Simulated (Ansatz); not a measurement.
```yaml
crystal:
  periodic: [false, false, false]
  atoms:
    - {symbol: O, position_ang: [-0.705000, -0.805696, 2.980904]}
    - {symbol: C, position_ang: [-0.413572, -0.702870, 1.709050]}
    - {symbol: C, position_ang: [-0.149580, -0.709543, 0.536876]}
    - {symbol: C, position_ang: [0.170267, -0.642915, -0.868891]}
    - {symbol: Ga, position_ang: [0.394586, 1.216115, -1.533973]}
    - {symbol: H, position_ang: [-0.757515, 0.071381, 3.377051]}
    - {symbol: H, position_ang: [-0.606882, -1.109507, -1.486024]}
    - {symbol: H, position_ang: [1.098362, -1.178473, -1.101510]}
    - {symbol: H, position_ang: [0.209697, 2.434706, -0.562880]}
    - {symbol: H, position_ang: [0.759616, 1.426783, -3.050593]}
basis:
  gaussian: {orbitals: def2-TZVPD}
total_charge: 1
magnetization: {spin_polarized: true, initial_magnetization: 1}
hamiltonian: {xc: {name: SPW92}}
output: {forces: true}
```

```sh
$ ansatz run in.yaml --threads 4 --pin off --events-out ev --progress --plain --max-ram 10444MiB
```

Output, abridged:

```
Functional definition: SPW92
1337 factors; their error is unknown
mean field evaluation 1: about -57452.3099 eV, gradient 8.0e1 eV
mean field evaluation 2: about -57135.8566 eV, gradient 2.1e2 eV
mean field evaluation 4: about -57468.8363 eV, gradient 4.5e1 eV
mean field evaluation 8: about -57480.5200 eV, gradient 9.2e0 eV
mean field evaluation 16: about -57481.3514 eV, gradient 3.3e-1 eV
mean field evaluation 32: about -57481.3516 eV, gradient 2.1e-5 eV
mean field -57481.35164365 eV, -2112.4007106446 hartree, gradient 6.6e-6 eV, S^2 0.751367; 6 other end points of the search recorded, 0 dependent functions left out
reference -57481.35169563 eV, -2112.4007125550 hartree; 31, 30 occupied and 219, 220 virtual orbitals, 1337 factors
Total energy: -57481.35169563 eV, -2112.4007125550 hartree
Atom 0 at    -0.705000    -0.805696     2.980904 Å, force     0.658460    -0.468633    -3.040029 eV/Å
Atom 1 at    -0.413572    -0.702870     1.709050 Å, force    -1.189133    -0.323215     5.214221 eV/Å
Atom 2 at    -0.149580    -0.709543     0.536876 Å, force     1.161862     0.448912    -5.074708 eV/Å
Atom 3 at     0.170267    -0.642915    -0.868891 Å, force    -0.616004    -1.608244     2.449270 eV/Å
Atom 4 at     0.394586     1.216115    -1.533973 Å, force     0.074326     1.467057    -0.090422 eV/Å
Atom 5 at    -0.757515     0.071381     3.377051 Å, force    -0.148565     0.866314     0.849010 eV/Å
Atom 6 at    -0.606882    -1.109507    -1.486024 Å, force    -0.472823     0.276094    -0.329511 eV/Å
Atom 7 at     1.098362    -1.178473    -1.101510 Å, force     0.591226     0.235971    -0.090443 eV/Å
Atom 8 at     0.209697     2.434706    -0.562880 Å, force    -0.036869    -0.372216     0.101295 eV/Å
Atom 9 at     0.759616     1.426783    -3.050593 Å, force    -0.022481    -0.522041     0.011317 eV/Å
Dipole moment:    -0.084392    -0.114858     0.359833 e Å
```

It took 3.5 s on 4 threads of an AMD EPYC 9R45 on a shared host, with 0.77 GiB of host memory at the peak.
